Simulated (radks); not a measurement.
Excited configurations of neutral nitrogen: one electron is placed in a higher orbital outside [He] 2s2 2p2. The ground configuration is [He] 2s2 2p3. All-electron calculation, non-relativistic Kohn-Sham, PBE, spin-unpolarised, spherical densities, point nucleus. Program: a radial shooting solver on a logarithmic mesh with Libxc functionals. Excitation = E - E(ground); binding = E(ion) - E, where the ion is the core of charge +1; n* = 1/sqrt(2 binding) in atomic units, and the quantum defect is n - n*.

outer orbital  excitation (eV)  binding (eV)  quantum defect  eigenvalue (eV)  <r> (bohr)
3s                       9.561         4.036           1.164           -2.221       5.257
4s                      11.740         1.857           1.293           -1.111       11.60
5s                      12.535         1.062           1.421           -0.673       20.62
5f                      12.975         0.622           0.324           -0.366       29.81
6s                      12.908         0.689           1.556           -0.454       32.38
6d                      13.119         0.478           0.664           -0.311       44.66
6f                      13.149         0.448           0.490           -0.284       44.76

The Delta-SCF ionisation energy is 13.597 eV (NIST Atomic Spectra Database: 14.534 eV, measured). Self-interaction in the functional shifts the binding energies and quantum defects, so they are the method's values and not measured ones. Spin polarisation and multiplet splitting are left out, so open shells lie too high by an amount that depends on their filling.

Beside tabulated values, note that spin-unpolarised runs miss the spin-polarisation part of the exchange energy of open shells.
